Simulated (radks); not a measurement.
Excited configurations of V I: one electron is placed in a higher orbital outside [Ar] 3d4. The ground configuration is [Ar] 3d3 4s2. All-electron calculation, non-relativistic Kohn-Sham, TPSS, spin-polarised, spherical densities, point nucleus; open shells are filled with parallel spins first; meta-GGA in the generalised Kohn-Sham scheme. Program: a radial shooting solver on a logarithmic mesh with Libxc functionals. Excitation = E - E(ground); binding = E(ion) - E, where the ion is the core of charge +1; n* = 1/sqrt(2 binding) in atomic units, and the quantum defect is n - n*.

\begin{tabular}{lrrrrrr}
outer orbital & excitation (eV) & binding (eV) & n* & quantum defect & eigenvalue (eV) & <r> (bohr) \\ \hline
4p & 1.728 & 3.733 & 1.909 & 2.091 & -1.835 & 4.840 \\
4d & 3.857 & 1.603 & 2.913 & 1.087 & -0.782 & 10.44 \\
5s & 3.082 & 2.378 & 2.392 & 2.608 & -1.431 & 9.096 \\
5p & 3.708 & 1.753 & 2.786 & 2.214 & -1.027 & 11.65 \\
6d & 4.765 & 0.696 & 4.423 & 1.577 & -0.436 & 30.85 \\
6f & 4.982 & 0.479 & 5.332 & 0.668 & -0.308 & 43.32 \\
7d & 4.969 & 0.492 & 5.259 & 1.741 & -0.325 & 44.90 \\
7f & 5.097 & 0.364 & 6.112 & 0.888 & -0.250 & 62.30 \\
\end{tabular}

The Delta-SCF ionisation energy is 5.461 eV (NIST Atomic Spectra Database: 6.746 eV, measured). Self-interaction in the functional shifts the binding energies and quantum defects, so they are the method's values and not measured ones. Open shells are spherical and high-spin; term and fine-structure splittings are not resolved.
